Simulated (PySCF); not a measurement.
# Computed records: Al₂BH₃N, B₃H₄, AlBFH₄N, H₉NSi₃

All values are calculated (PySCF 2.14.0). Calculation on a computer-drawn molecule: the log of a Hartree-Fock and frozen-core CCSD(T) single point meant for a local Hartree-Fock minimum, with one planted fault or none, to be diagnosed. Offsets are logged minus clean, where the clean run is the same molecule without the fault. The reference is restricted for singlets and unrestricted otherwise, and also for a bond in bohr or an excited solution. Adding or removing an electron swaps singlet and doublet. The excited solution moves the top pair (singlet) or top alpha electron (doublet) to the lowest empty orbital. Highest occupied and lowest empty are orbital energies over both spins, largest force is the largest gradient component, triples share is (T) over the correlation energy, the T1 limit is 0.02 restricted and 0.045 unrestricted, electrons count all cores, a negative frequency is imaginary (commonest isotopes), and the dipole is about the centre of nuclear charge.

Common to all runs: logged SCF converged yes; logged CC converged yes; logged SCF stable within its kind yes; possible faults no fault, one electron removed, one electron added, multiplicity raised by two, geometry at a saddle point, SCF held on an excited solution, minimal basis STO-3G, one bond length entered in bohr, all coordinates scaled.

(1) 
```xyz
7
formula=Al2BH3N meant_charge=0 meant_multiplicity=2 meant_basis=cc-pV(D+d)Z logged_electrons=42 logged_basis_functions=89 logged_spin_squared=0 logged_highest_occupied=-0.78321 logged_lowest_empty=5.1714 logged_largest_force=0.028015 logged_T1_diagnostic=0.026229 logged_D1_diagnostic=0.087835 logged_triples_share=0.040302 logged_dipole_magnitude=5.2805 logged_energy_HF=-564.69272 logged_energy_CCSD(T)=-565.13059 planted_fault=one_electron_added HF_energy_offset_from_clean_run=-0.9493 CCSD(T)_energy_offset_from_clean_run=-23.38
N     -0.8679    -2.5144    -0.4482
B     -0.2037    -2.1738     0.5338
Al     0.9743    -1.5440     2.1858
Al     2.2479     0.7195     2.1102
H     -1.4062    -2.7995    -1.2232
H      0.8475    -2.3598     3.5387
H      3.7611     1.0019     1.6993
```

Units: logged_highest_occupied, logged_lowest_empty in eV; logged_largest_force in hartree/bohr; logged_dipole_magnitude in debye; logged_energy_HF, logged_energy_CCSD(T) in hartree; HF_energy_offset_from_clean_run, CCSD(T)_energy_offset_from_clean_run in kcal/mol.

Drawn bonds:
```tsv
atom	other atom	order
1	2	2
2	3	1
3	4	1
1	5	1
3	6	1
4	7	1
```

Notes: T1 above single-reference limit.

(2) 
```xyz
7
formula=B3H4 meant_charge=1 meant_multiplicity=1 meant_basis=cc-pVDZ logged_electrons=17 logged_basis_functions=62 logged_spin_squared=0.7773 logged_highest_occupied=-26.138 logged_lowest_empty=-16.586 logged_largest_force=0.073492 logged_T1_diagnostic=0.026101 logged_D1_diagnostic=0.06047 logged_triples_share=0.030686 logged_dipole_magnitude=0.0001966 logged_energy_HF=-75.34523 logged_energy_CCSD(T)=-75.58468 planted_fault=one_electron_removed HF_energy_offset_from_clean_run=406.6 CCSD(T)_energy_offset_from_clean_run=415.2
B     -0.4993    -0.3654    -0.5925
B     -0.1191    -0.4980     1.0856
B      0.2612    -0.6304     2.7637
H     -1.5402    -0.8037    -0.9671
H      0.2953     0.1589    -1.3065
H      0.8306    -1.6079     3.1331
H     -0.0614     0.2610     3.4829
```

Units: logged_highest_occupied, logged_lowest_empty in eV; logged_largest_force in hartree/bohr; logged_dipole_magnitude in debye; logged_energy_HF, logged_energy_CCSD(T) in hartree; HF_energy_offset_from_clean_run, CCSD(T)_energy_offset_from_clean_run in kcal/mol.

Drawn bonds:
```tsv
atom	other atom	order
1	2	1
2	3	1
1	4	1
1	5	1
3	6	1
3	7	1
```

(3) 
```xyz
8
formula=AlBFH4N meant_charge=0 meant_multiplicity=1 meant_basis=cc-pV(D+d)Z logged_electrons=37 logged_basis_functions=85 logged_spin_squared=0.7731 logged_highest_occupied=-15.871 logged_lowest_empty=-8.0323 logged_largest_force=0.079794 logged_T1_diagnostic=0.025535 logged_D1_diagnostic=0.098285 logged_triples_share=0.026294 logged_dipole_magnitude=2.7333 logged_energy_HF=-422.55411 logged_energy_CCSD(T)=-423.09402 planted_fault=one_electron_removed HF_energy_offset_from_clean_run=209 CCSD(T)_energy_offset_from_clean_run=217.1
N      1.0104     0.7902     0.0133
Al     0.3816    -0.4021    -1.1268
B     -1.2665    -1.6820    -0.5111
F     -1.7556    -1.5636     0.7311
H      0.6672     0.9319     0.9455
H      1.7635     1.4285    -0.1653
H      1.0642    -0.4717    -2.5554
H     -1.8166    -2.5213    -1.1833
```

Units: logged_highest_occupied, logged_lowest_empty in eV; logged_largest_force in hartree/bohr; logged_dipole_magnitude in debye; logged_energy_HF, logged_energy_CCSD(T) in hartree; HF_energy_offset_from_clean_run, CCSD(T)_energy_offset_from_clean_run in kcal/mol.

Drawn bonds:
```tsv
atom	other atom	order
1	2	1
2	3	1
3	4	1
1	5	1
1	6	1
2	7	1
3	8	1
```

(4) 
```xyz
13
formula=H9NSi3 meant_charge=0 meant_multiplicity=1 meant_basis=cc-pV(D+d)Z logged_electrons=59 logged_basis_functions=128 logged_spin_squared=0.7629 logged_highest_occupied=1.9301 logged_lowest_empty=7.9659 logged_largest_force=0.036702 logged_T1_diagnostic=0.018849 logged_D1_diagnostic=0.098928 logged_triples_share=0.029017 logged_dipole_magnitude=1.222 logged_energy_HF=-926.42197 logged_energy_CCSD(T)=-927.01872 planted_fault=one_electron_added HF_energy_offset_from_clean_run=57.92 CCSD(T)_energy_offset_from_clean_run=41.81
N     -0.8752     0.0504    -3.9603
Si    -1.6120     0.6127    -2.4882
Si    -3.7867    -0.3148    -2.3520
Si    -0.3713     0.1409    -0.5155
H     -0.0092     0.4712    -4.2465
H     -0.8297    -0.9397    -4.1206
H     -1.7237     2.0907    -2.5887
H     -4.6379     0.1657    -3.4672
H     -4.4272     0.0577    -1.0661
H     -3.7138    -1.7971    -2.4223
H     -1.0322     0.7133     0.6848
H      0.9999     0.7068    -0.6102
H     -0.2445    -1.3270    -0.3186
```

Units: logged_highest_occupied, logged_lowest_empty in eV; logged_largest_force in hartree/bohr; logged_dipole_magnitude in debye; logged_energy_HF, logged_energy_CCSD(T) in hartree; HF_energy_offset_from_clean_run, CCSD(T)_energy_offset_from_clean_run in kcal/mol.

Drawn bonds:
```tsv
atom	other atom	order
1	2	1
2	3	1
2	4	1
1	5	1
1	6	1
2	7	1
3	8	1
3	9	1
3	10	1
4	11	1
4	12	1
4	13	1
```

Notes: highest electron not bound in this basis.
